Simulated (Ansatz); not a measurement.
Basis-set extrapolation for C₂H₆AlN (PBE0-D4/def2-TZVP geometry, frozen core, the Gaussian-basis code of Ansatz). Multiplicity 1, RHF reference.

|  | def2-TZVPP | def2-QZVPP |
| --- | --- | --- |
| HF | -375.645742 | -375.659250 |
| MP2 correlation | -0.622838 | -0.664184 |
| CCSD(T) correlation | -0.687323 | not run |

Energies in hartree. Use E(X) = E(∞) + A·exp(−7.88·√X) for Hartree–Fock and E(X) = E(∞) + B·X^(−2.97) for correlation, with X = 3 and 4, and add CCSD(T) minus MP2 of the smaller set to the MP2 limit.

Task: What is the CCSD(T) energy at the basis-set limit?

Result: HF limit: -375.659250 + (-0.013508) × 0.13774 = -375.66111. MP2 limit: -0.664184 + (-0.041346) × 0.74074 = -0.69481. Higher-order term: -0.687323 − (-0.622838) = -0.06449. Total: -376.42041 hartree, 229.3 kJ/mol below CCSD(T)/def2-TZVPP.
